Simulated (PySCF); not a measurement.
[RuF6]-: Ru(V) (d3), charge -1. The structure is a PBE0-D3(BJ)/def2-TZVP geometry optimised for multiplicity 4; coordination octahedral, point group Oh, metal–donor distances 1.86 Å.

The d shell alone is too small an active space for [RuF6]- (an active orbital has only 0.58 squared overlap with the free ion's shell): its levels, fitted parameters, g values and moments show what this model gives and aren't sound predictions.

```
7

Ru    0.000    0.000    0.000
F     0.000    0.000    1.857
F     0.000    0.000   -1.857
F     1.857    0.000    0.000
F    -1.857    0.000    0.000
F     0.000    1.857    0.000
F     0.000   -1.857    0.000
```

Method (PySCF 2.14, density fitting): CASSCF(3,5) with orbitals averaged over all microstates of the shell, strongly contracted NEVPT2 on the averaged canonical orbitals; basis x2c-TZVPall; spin-free X2C; IEF-PCM dichloromethane; spin-orbit coupling by state interaction with the mean-field operator over all roots.

(1) What is the ground state?

(2) Where do the spin-allowed transitions within the shell lie?

(3) Which is the lowest state of another spin?

(4) What ligand-field parameters describe the result?

(5) What are the magnetic parameters?

No frequencies were computed for the optimised geometry. Charge-transfer states lie outside this active space and may come lower than some of these levels. NEVPT2 on the d shell alone tends to put d–d bands too high for such charged or covalently bound ions.

The job took 34 s on one thread of Arm Neoverse V1 (shared host), with 249 basis functions and a peak of 0.77 GiB, launched as `OMP_NUM_THREADS=1 python lf_run.py task.json out`.

## Answers

(1) 4A2g (S = 3/2, orbital degeneracy 1), with 3.0 electrons in the lower (t2g-type) set and 0.0 in the upper (eg-type) set, by NEVPT2.

(2) By NEVPT2: 4T2g at 38033 cm⁻¹ (263 nm); 4T1g at 43399 cm⁻¹ (230 nm); 4T1g at 77153 cm⁻¹. All are electric-dipole forbidden at this geometry.

(3) 2Eg at 12480 cm⁻¹ by NEVPT2; CASSCF alone puts it at 14178 cm⁻¹ above the same ground state.

(4) At CASSCF level (the NEVPT2 levels don't fit a ligand-field model well): orbital energies 0, 0, 0, 35870, 35870 cm⁻¹; 10Dq = 35870 cm⁻¹; B = 717 cm⁻¹; C = 2774 cm⁻¹; B over its free-ion value at the same level 0.718; the fit misses the states by 623 cm⁻¹ rms, so splittings below that are unsure; ζ = 1081 cm⁻¹ (free ion 1398).

(5) The ground multiplet follows a spin Hamiltonian with S = 3/2, g = 1.950, 1.950, 1.950, D = 0 (spin-orbit part alone); the lowest levels hold 99 % of the spin-free ground state. μeff is 3.78 μB at 300 K and 3.78 μB at 10 K; the spin-only value is 3.88 μB.
